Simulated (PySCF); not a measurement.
From one molecule to another.

First species: C5H8FN3.
SMILES: `CC(C)c1n[nH]c(n1)F`

Second species: benzothiazole, C₇H₅NS.
SMILES with atom numbers: `[cH:1]1[cH:2][cH:3][c:4]2[s:5][cH:6][n:7][c:8]2[cH:9]1` (hydrogens: H10 on C1; H11 on C2; H12 on C3; H13 on C6; H14 on C9)

Levels: CAM-B3LYP/def2-SVPD for dipole moment, HOMO energy, LUMO energy, HOMO–LUMO gap, static isotropic polarisability and electronic spatial extent ⟨r²⟩ about the centre of nuclear charge; TDDFT CAM-B3LYP/def2-SVPD for lowest singlet excitation; TDA CAM-B3LYP/def2-SVPD for lowest triplet excitation (Tamm–Dancoff); GFN2-xTB for rotational constant A and rotational constant C. Geometries: GFN2-xTB. Each species is one conformer at its optimised geometry, gas phase, non-relativistic unless stated. Electronic properties by PySCF.

The conformers computed, where there is a choice (atom-mapped SMILES and torsion angles):
- `[CH3:1][CH:2]([CH3:3])[c:4]1[n:5][nH:6][c:7]([F:8])[n:9]1`: C1–C2–C4–N5 -120°

```
                                                         property    column X    column Y
                                                    dipole moment      1.67 D      1.34 D
                                                      HOMO energy    -9.02 eV    -8.14 eV
                                                      LUMO energy     1.12 eV    -0.12 eV
                                                    HOMO–LUMO gap    10.14 eV     8.02 eV
                                        lowest singlet excitation     6.85 eV     4.99 eV
                         lowest triplet excitation (Tamm–Dancoff)     4.90 eV     3.74 eV
                                  static isotropic polarisability     77.4 au    101.8 au
electronic spatial extent ⟨r²⟩ about the centre of nuclear charge  1270 bohr²  1167 bohr²
                                            rotational constant A   3.539 GHz   3.214 GHz
                                            rotational constant C   0.959 GHz   0.952 GHz
```

Question: Which column belongs to which species?

Answer: Column X is the first species and column Y the second. The first has 17 atoms and 68 electrons, the second 14 and 70.

Question: How does each property change from the first species to the second?

Answer: dipole moment -0.33 D; HOMO energy +0.88 eV; LUMO energy -1.24 eV; HOMO–LUMO gap -2.12 eV; lowest singlet excitation -1.86 eV; lowest triplet excitation (Tamm–Dancoff) -1.16 eV; static isotropic polarisability +24.4 au; electronic spatial extent ⟨r²⟩ about the centre of nuclear charge -103 bohr²; rotational constant A -0.325 GHz; rotational constant C -0.007 GHz.

On the first: In wavenumbers S1 is 55200 cm⁻¹ (1 eV = 8065.54 cm⁻¹). The principal polarisabilities are 63.2, 73.6 and 95.3 au; their mean is the isotropic value.

On the second: The 8 singlets span 4.99 to 6.83 eV, and their oscillator strengths add up to 0.72. A dipole of 1.34 D is allowed in Cs, and pure rotational transitions are dipole-allowed.
